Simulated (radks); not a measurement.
Species: Ge V. Configuration: [Ar] 3d(3/2: 4, 5/2: 5) 4p(1/2: 1, 3/2: 0) (not the ground configuration). Method: Dirac Kohn-Sham, relativistic LDA (MacDonald-Vosko exchange, VWN5 correlation), spin-unpolarised, spherical densities, finite nucleus; Fermi nuclear charge, rms radius 4.0742 fm; computed with a radial shooting solver on a logarithmic mesh with Libxc functionals.

Unscreened Slater integrals over Kohn-Sham orbitals (eV). Large and small components are both included. Empty in this configuration: 4p3/2.

integral           value
F0(4p1/2,4p1/2)   12.844
F0(4p1/2,3d5/2)   16.411
G3(4p1/2,3d5/2)   1.3468
F0(4p1/2,3d3/2)   16.422
G1(4p1/2,3d3/2)   1.4655
F0(4p1/2,3p3/2)   16.535
G2(4p1/2,3p3/2)   1.1207
F0(4p1/2,4p3/2)   12.771
G2(4p1/2,4p3/2)   6.8178
F0(3d5/2,3d5/2)   36.210
F2(3d5/2,3d5/2)   17.136
F4(3d5/2,3d5/2)   10.737
F0(3d5/2,3d3/2)   36.315
F2(3d5/2,3d3/2)   17.181
G2(3d5/2,3d3/2)   17.155
G4(3d5/2,3d3/2)   10.749
F0(3d5/2,3p3/2)   37.047
F2(3d5/2,3p3/2)   17.696
G1(3d5/2,3p3/2)   21.565
G3(3d5/2,3p3/2)   13.272
F0(3d5/2,4p3/2)   16.250
F2(3d5/2,4p3/2)   3.8612
G1(3d5/2,4p3/2)   1.4325
G3(3d5/2,4p3/2)   1.3113
F0(3d3/2,3d3/2)   36.421
F2(3d3/2,3d3/2)   17.228
F0(3d3/2,3p3/2)   37.153
F2(3d3/2,3p3/2)   17.735
G1(3d3/2,3p3/2)   21.583
G3(3d3/2,3p3/2)   13.286
F0(3d3/2,4p3/2)   16.261
F2(3d3/2,4p3/2)   3.8417
G1(3d3/2,4p3/2)   1.4192
G3(3d3/2,4p3/2)   1.3003
F0(3p3/2,3p3/2)   38.252
F2(3p3/2,3p3/2)   19.132
F0(3p3/2,4p3/2)   16.372
F2(3p3/2,4p3/2)   3.6009
G0(3p3/2,4p3/2)  0.95979
G2(3p3/2,4p3/2)   1.1171
F0(4p3/2,4p3/2)   12.701
F2(4p3/2,4p3/2)   6.7850
